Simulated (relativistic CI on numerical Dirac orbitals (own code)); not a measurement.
Co⁵⁺: L2,3 absorption edge

Computed with this model: Dirac-Coulomb-Breit CI, separate exchange-only KLI orbitals for each configuration, QED by a radiative potential, valence Slater integrals scaled by 0.8, multiplet model of core-to-valence dipole absorption; configurations [Ar] 3d4 → [He] 2s2 2p5 3s2 3p6 3d5; 10 K; Lorentzian 0.4 eV and Gaussian 0.3 eV FWHM. Energies are those of the free ion, without screening or charge transfer. The branching ratio is the share of the lower-energy edge in the whole absorption, uncertain by about 0.02 where the edges overlap. S is read from ⟨S²⟩ = S(S + 1).

Field parameters in Wybourne normalisation: Oh B⁴₀ = 21Dq, B⁴₄ = √(5/14) B⁴₀. The field is a parameter set, without covalency.

free ion: ground-state S = 2.00, centroid 794.82 eV, branching ratio 0.803. Peaks (eV, height): 786.5 (13), 790.3 (100), 792.4 (60), 793.4 (29), 794.0 (37), 794.9 (15), 797.4 (7), 805.1 (26), 807.9 (13), 809.2 (20).

Oh, 10Dq = 5900 cm⁻¹: ground-state S = 2.00, centroid 795.81 eV, branching ratio 0.702. Peaks (eV, height): 786.9 (9), 788.2 (6), 790.4 (100), 792.7 (49), 794.1 (31), 801.9 (22), 803.9 (14), 805.5 (20), 807.1 (29), 808.4 (7), 809.6 (10).

Oh, 10Dq = 13250 cm⁻¹: ground-state S = 2.00, centroid 796.04 eV, branching ratio 0.691. Peaks (eV, height): 787.3 (7), 788.6 (20), 790.6 (100), 792.7 (53), 794.4 (30), 802.4 (31), 803.7 (13), 804.1 (12), 805.6 (12), 807.2 (31), 809.2 (7).

Oh, 10Dq = 20650 cm⁻¹: ground-state S = 1.99, centroid 796.03 eV, branching ratio 0.701. Peaks (eV, height): 788.7 (47), 791.1 (100), 793.1 (55), 794.4 (24), 794.9 (24), 803.0 (40), 803.9 (16), 805.6 (14), 807.4 (33).

Oh, 10Dq = 28050 cm⁻¹: ground-state S = 1.57, centroid 795.35 eV, branching ratio 0.750. Peaks (eV, height): 787.3 (30), 788.9 (61), 790.9 (90), 791.8 (100), 793.0 (91), 804.2 (25), 804.7 (23), 805.6 (32), 806.2 (35), 807.4 (34), 809.3 (9), 810.6 (8).

Oh, 10Dq = 35400 cm⁻¹: ground-state S = 1.02, centroid 796.47 eV, branching ratio 0.679. Peaks (eV, height): 786.8 (49), 790.2 (48), 791.1 (79), 791.6 (68), 792.4 (42), 793.6 (100), 795.9 (17), 796.9 (7), 803.3 (14), 806.6 (70), 809.0 (22), 810.4 (8).

The statistical ratio of this edge is 2/3 = 0.667. Values above it arise where the holes sit mainly in the j = l + 1/2 valence subshell or the ground state has high spin; values below it where core-valence Coulomb terms move weight to the upper edge, as in nearly empty shells.

Strongest unbroadened transitions for Oh, 10Dq = 13250 cm⁻¹:

```csv
Energy (eV),Relative strength
788.53,14.1
788.69,11.9
790.56,100.0
790.73,51.8
790.97,14.8
791.18,14.4
791.20,12.5
792.59,12.6
792.70,43.0
792.96,11.6
793.26,11.4
794.28,10.7
802.39,44.9
803.64,15.0
805.62,12.8
806.65,13.0
806.81,14.1
807.20,20.4
```
